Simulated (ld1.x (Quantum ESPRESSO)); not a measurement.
# Transferability test, RRKJ potential for lithium

* Element: lithium (Li)
* Generator: ld1.x (Quantum ESPRESSO) 7.5
* Type: norm-conserving RRKJ (Kleinman–Bylander form)
* Functional: LDA (PZ)
* Relativity: scalar-relativistic
* Frozen core: none
* Valence charge: 3
* Reference configuration: 1s2 2s1 2p0
* Partial waves: 1s (bound): rc 0.40 bohr; 3d channel at 0.05 Ry: rc 3.70 bohr; 2p (bound, empty): rc 4.20 bohr
* Local potential: the p channel
* Core correction: none

Occupied shells without a wave of their own: 2s. They enter only through the test configuration that unscreens the potential.

Energies are relative to the spin-unpolarised reference configuration 1s2 2s1 2p0; without spin polarisation the order of configurations can differ from experiment. Spin-polarised rows fill each open shell by Hund’s rule, majority spin first.

| valence configuration | charge | ΔE all-electron (eV) | error AE − PS (meV) |
| --- | --- | --- | --- |
| 1s2 2s0 2p0 | +1 | 5.239 | -324 |
| 1s2 2s0 2p1 | 0 | 1.754 | -229 |
| 1s1 2s1 2p0 | +1 | 67.377 | -435 |
| 1s2 2s1 2p0 (spin-polarised) | 0 | -0.233 | +16 |
| 1s2 2s0.5 2p0 (spin-polarised) | +0.5 | 1.953 | -130 |

(1) What are ΔE and the potential's error for 1s2 2s0.5 2p0?

Levels in the configuration 1s2 2s1 2p0 (spin-polarised):

| level | all-electron (eV) | pseudo (eV) |
| --- | --- | --- |
| 1s up | -51.004 | -50.991 |
| 2s up | -3.166 | -3.401 |
| 1s down | -50.800 | -50.794 |

Results:

(1) ΔE = 2.045 eV all-electron; the error (AE − PS) is -136 meV.

The 2s level has no wave, so the channel is fitted at the deeper level alone: the likely source of the large errors.
